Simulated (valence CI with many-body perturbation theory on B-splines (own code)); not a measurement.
**E1 line list for I XXIII**

Calculated by configuration interaction combined with many-body perturbation theory (CI+MBPT): three valence electrons over a frozen Dirac-Fock core [Ar] 3d10, a basis of 11 s, 11 p, 10 d, 8 f, 5 g, 2 h functions for each j, with the one-electron correlation potential Σ1 (screened to all orders), the two-electron term Σ2, the three-electron term Σ3, Breit, model QED; selected single and double excitations, second order for the rest, scaled by the run's own slope (own B-spline code, finite nucleus).

No measured levels were compared; by estimate levels hold to about 250 cm⁻¹ or 0.2 % of their energy and the worst to 1 %, as in measured heavy ions of charge 2 to 7; those with d or f electrons hold less well.

Lines 51 to 100 of 568 in falling wavelength, among levels below 2643300 cm⁻¹, chosen from the strongest by gf and those to the six lowest levels. Wavelengths and rates use the calculated energies, so an error of 2000 cm⁻¹ moves a line at 20.20 nm by 0.4 % and its rate by three times that or more. Electric multipoles are in the length gauge, E1 and E2 with the static RPA response of the core. Weak lines are less certain than strong ones. Lines between different terms over intervals too small for the method are left out, as are lines whose strength nearly cancels. Where a level lies close to another of its J and parity, the split of strength between their lines is uncertain. The highest levels of a list are the least certain.

Names give the largest LS component (configuration and term), which can be under half, so a name can repeat, a term be missing and a line seem to break the LS rules; names also repeat where a configuration has a term twice. Letters in brackets count levels of one name in rising energy.

```tsv
λ vac (nm)	Upper	Lower	A (s⁻¹)	S (a.u.)
20.20	4p 4d2 2F°_7/2 [c]	4s 4d2 2F_7/2	7.67e+09	2.50e-01
20.18	4s 4p 4d 4D°_3/2	4s 4p2 2P_3/2	1.37e+10	2.23e-01
20.13	4p 4d2 2G°_9/2	4s 4d2 2F_7/2	1.48e+10	5.96e-01
20.12	4p3 2P°_3/2 [a]	4s 4p2 4P_3/2	8.21e+09	1.32e-01
20.09	4s 4d2 2F_7/2	4s2 4f 2F°_7/2	6.06e+09	1.94e-01
20.00	4p 4d2 4G°_11/2	4s 4d2 4F_9/2	1.49e+10	7.03e-01
19.99	4p2 4f 2H°_11/2 [b]	4s 4p 4f 2G_9/2 [a]	1.01e+10	4.80e-01
19.99	4p2 4f 4G°_11/2	4s 4p 4f 4F_9/2	8.67e+09	4.10e-01
19.96	4p3 4S°_3/2	4s 4p2 2D_3/2	3.79e+09	5.95e-02
19.77	4p2 4f 2G°_9/2 [b]	4s 4d2 2G_9/2	9.79e+09	3.73e-01
19.73	4p3 2D°_5/2	4s 4p2 2D_3/2	6.91e+09	1.57e-01
19.68	4p 4d2 2P°_3/2 [b]	4s 4d2 2P_1/2	1.26e+10	1.90e-01
19.65	4p 4d2 2G°_7/2	4s 4p 4f 2D_5/2 [a]	7.16e+09	2.14e-01
19.58	4p2 4d 4D_7/2	4s 4p 4d 2D°_5/2 [a]	1.44e+10	4.25e-01
19.56	4p2 4d 2F_7/2 [b]	4s 4p 4d 2F°_7/2 [a]	6.76e+09	2.00e-01
19.53	4p2 4d 2D_5/2 [d]	4s 4p 4d 2D°_5/2 [b]	2.16e+10	4.78e-01
19.51	4p2 4d 2D_3/2 [c]	4s 4p 4d 2P°_3/2 [a]	1.30e+10	1.91e-01
19.47	4p2 4f 2H°_9/2	4s 4d2 2G_7/2	7.80e+09	2.84e-01
19.46	4p2 4d 2G_7/2	4s 4p 4d 2F°_5/2 [a]	1.06e+10	3.09e-01
19.40	4s 4p 4d 2F°_7/2 [a]	4s2 4d 2D_5/2	1.43e+10	4.12e-01
19.32	4p2 4d 4F_7/2	4s 4p 4d 4P°_5/2	2.06e+10	5.87e-01
19.22	4s 4p 4d 2D°_3/2 [b]	4s2 4d 2D_3/2	1.74e+10	2.44e-01
19.20	4p2 4f 4G°_11/2	4s 4p 4f 4G_11/2	2.23e+10	9.37e-01
19.11	4p2 4f 4F°_9/2	4s 4p 4f 2F_7/2 [a]	1.32e+10	4.53e-01
19.08	4p 4d2 2F°_7/2 [a]	4s 4d2 4F_5/2	6.76e+09	1.85e-01
19.08	4p2 4f 2H°_11/2 [a]	4s 4p 4f 4G_9/2	2.31e+10	9.51e-01
19.02	4p 4d2 4F°_9/2	4s 4d2 4F_9/2	8.12e+09	2.76e-01
18.90	4p 4d2 2F°_7/2 [c]	4s 4p 4f 4D_5/2	1.53e+10	4.07e-01
18.78	4p 4d2 4F°_9/2	4s 4d2 4F_7/2	1.27e+10	4.14e-01
18.77	4p 4d2 2G°_7/2	4s 4d2 2F_5/2	1.24e+10	3.23e-01
18.75	4p2 4d 2D_5/2 [a]	4s 4p 4d 2D°_3/2 [a]	1.48e+10	2.88e-01
18.73	4p2 4d 2F_5/2	4s 4p 4d 4F°_5/2	1.17e+10	2.27e-01
18.73	4p2 4f 2G°_9/2 [a]	4s 4p 4f 4D_7/2	2.32e+10	7.52e-01
18.67	4s 4p 4f 2G_9/2 [a]	4s2 4f 2F°_7/2	2.13e+10	6.83e-01
18.66	4s 4p 4d 2F°_7/2 [b]	4s2 4d 2D_5/2	3.13e+10	8.02e-01
18.64	4p 4d2 4D°_7/2 [d]	4s 4d2 4P_5/2	1.02e+10	2.62e-01
18.61	4p2 4f 4G°_9/2	4s 4p 4f 4G_9/2	1.19e+10	3.78e-01
18.54	4p2 4d 4D_7/2	4s 4p 4d 4D°_7/2	8.40e+09	2.11e-01
18.49	4p2 4f 4G°_11/2	4s 4d2 2G_9/2	1.98e+10	7.43e-01
18.42	4p2 4d 2G_9/2	4s 4p 4d 4F°_7/2	1.27e+10	3.91e-01
18.41	4s 4p 4f 4G_9/2	4s 4p 4d 2F°_7/2 [b]	6.07e+09	1.87e-01
18.25	4p 4d2 4D°_7/2 [b]	4s 4p 4f 2F_5/2	1.58e+10	3.80e-01
18.20	4p2 4d 2F_7/2 [a]	4s 4p 4d 4F°_5/2	1.09e+10	2.59e-01
18.18	4p2 4f 4F°_9/2	4s 4p 4f 4F_9/2	1.09e+10	3.25e-01
18.13	4p2 4f 4G°_9/2	4s 4p 4f 4G_7/2	2.21e+10	6.51e-01
18.13	4p2 4f 2F°_7/2	4s 4p 4f 4F_5/2	7.47e+09	1.76e-01
18.13	4s 4p2 2D_3/2	4s2 4p 2P°_1/2	3.15e+10	3.70e-01
18.11	4p2 4f 2G°_9/2 [b]	4s 4p 4f 2G_7/2 [a]	2.58e+10	7.57e-01
18.07	4p 4d2 2F°_7/2 [b]	4s 4d2 2G_9/2	1.59e+10	3.70e-01
18.03	4p2 4d 4D_5/2	4s 4p 4d 4F°_7/2	1.31e+10	2.27e-01
```
